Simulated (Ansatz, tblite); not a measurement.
Forces on (I2In-mu-H)3 (In₃H₃I₆) at its PBE-D4/def2-SVP geometry. Charge 0, multiplicity 1.

In the def2 sets I, In take a core potential; there is no spin–orbit coupling. The xTB rows come from tblite. Single mean-field runs in def2-TZVP are fitted with def2-universal-jkfit.

GFN2-xTB (tblite), largest force 0.72 eV/Å:

```xyz
12
positions Å, forces eV/Å
In   -0.954    1.191    1.382   -0.133    0.513    0.478
I    -3.424    1.187    2.431    0.140   -0.080   -0.127
I     1.050    2.894    1.934   -0.080   -0.160   -0.099
H    -1.103    1.148   -0.518   -0.105   -0.008   -0.001
In   -0.123    0.477   -2.014   -0.053    0.119   -0.693
I    -1.816   -1.083   -3.396    0.087    0.063    0.158
I     1.410    2.464   -2.961   -0.057   -0.102    0.130
H     0.997   -0.663   -0.971    0.086    0.048    0.003
In    1.018   -1.688    0.639    0.341   -0.605    0.192
I    -0.242   -4.006    0.136    0.023    0.201    0.008
I     3.419   -1.354    1.791   -0.158    0.056   -0.086
H    -0.233   -0.567    1.548   -0.090   -0.046    0.038
```

PBE-D4/def2-TZVP (Ansatz), largest force 0.19 eV/Å:

```
In -0.036 0.077 0.078
I 0.170 0.000 -0.074
I -0.120 -0.112 -0.040
H 0.034 -0.039 0.024
In -0.002 0.019 -0.091
I 0.114 0.100 0.088
I -0.100 -0.130 0.061
H -0.037 0.007 0.026
In 0.051 -0.080 0.026
I 0.089 0.159 0.034
I -0.168 -0.025 -0.083
H 0.007 0.023 -0.049
```

r2SCAN-D4/def2-TZVP (Ansatz), largest force 0.38 eV/Å:

```
In -0.038 0.087 0.087
I 0.349 0.003 -0.148
I -0.265 -0.218 -0.066
H 0.087 -0.069 0.045
In -0.004 0.025 -0.103
I 0.230 0.218 0.173
I -0.211 -0.272 0.112
H -0.088 0.014 0.053
In 0.057 -0.090 0.032
I 0.185 0.312 0.080
I -0.332 -0.064 -0.164
H 0.031 0.055 -0.100
```
